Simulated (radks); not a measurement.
Results of a calculation; reference values are marked as such.
Effect of the nuclear size on the erbium ion Er2+, [Xe] 4f12. Code: a radial shooting solver on a logarithmic mesh with Libxc functionals. Model: Dirac Kohn-Sham, LDA (Slater exchange, Perdew-Wang correlation), spin-unpolarised, spherical densities, finite nucleus; open shells fill j = l - 1/2 first; Fermi nuclear charge, rms radius 5.2516 fm. The rms radius is varied about that value; shifts are against it.

| rms radius (fm) | total energy shift (eV) | density at nucleus (e/bohr^3) | 1s1/2 shift (meV) | 2s1/2 shift (meV) | 5s1/2 shift (meV) | 5p1/2 shift (meV) | 4f7/2 shift (meV) | 6s1/2 (empty) shift (meV) |
|---|---|---|---|---|---|---|---|---|
| 4.4008 | -9.59 | 9.148e+05 | -3930 | -525 | -4.35 | 0.061 | 0.387 | -0.621 |
| 5.0363 | -2.54 | 8.798e+05 | -1040 | -139 | -1.15 | 0.016 | 0.103 | -0.165 |
| 5.2516 | 0 | 8.692e+05 | 0.000 | 0.000 | 0.000 | 0.000 | 0.000 | 0.000 |
| 5.761 | 6.31 | 8.462e+05 | 2590 | 345 | 2.86 | -0.040 | -0.255 | 0.409 |
| 5.9186 | 8.34 | 8.396e+05 | 3420 | 456 | 3.79 | -0.053 | -0.337 | 0.541 |

Slopes of the eigenvalues against <r^2> in GHz/fm^2, as finite differences over the two radii next to the reference (eigenvalue slopes, not the field-shift constants of lines): 1s1/2 112000, 2s1/2 15000, 5s1/2 124, 5p1/2 -1.73, 4f7/2 -11.0, 6s1/2 (empty) 17.7.
